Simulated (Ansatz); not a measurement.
Job for Ansatz (an electronic-structure program): R-wB97M-V/def2-TZVPPD on GeH5I (a complex), monomers drawn apart or pushed together. Elements past Kr take the def2 small-core potentials; no spin–orbit coupling. Files ending in .json are basis or fitting sets from the Basis Set Exchange.

Ansatz 0.2 input:
```yaml
crystal:
  periodic: [false, false, false]
  atoms:
    - {symbol: Ge, position_ang: [0.07552908, 0.15567178, -0.01274647]}
    - {symbol: H, position_ang: [1.46085800, 0.06768971, 0.64440635]}
    - {symbol: H, position_ang: [-0.64646337, -1.19085611, 0.12507569]}
    - {symbol: H, position_ang: [0.23999343, 0.50411443, -1.50079458]}
    - {symbol: H, position_ang: [-0.74507799, 1.25432418, 0.67872790]}
    - {symbol: I, position_ang: [-0.18621739, -0.44912530, 3.69512237]}
    - {symbol: H, position_ang: [0.57217112, 0.92592367, 3.31727521]}
basis:
  gaussian:
    orbitals: def2-TZVPPD.json
hamiltonian:
  xc: {name: wB97M-V}
scf: {lower_state_search: off}
```

**Question.** Predict the final total energy.

**Answer.** -2377.5362 hartree.

**Question.** How many basis functions does it have, and what does it roughly cost on one machine?

**Answer.** 198 functions; about 10 core-seconds (a rough figure).
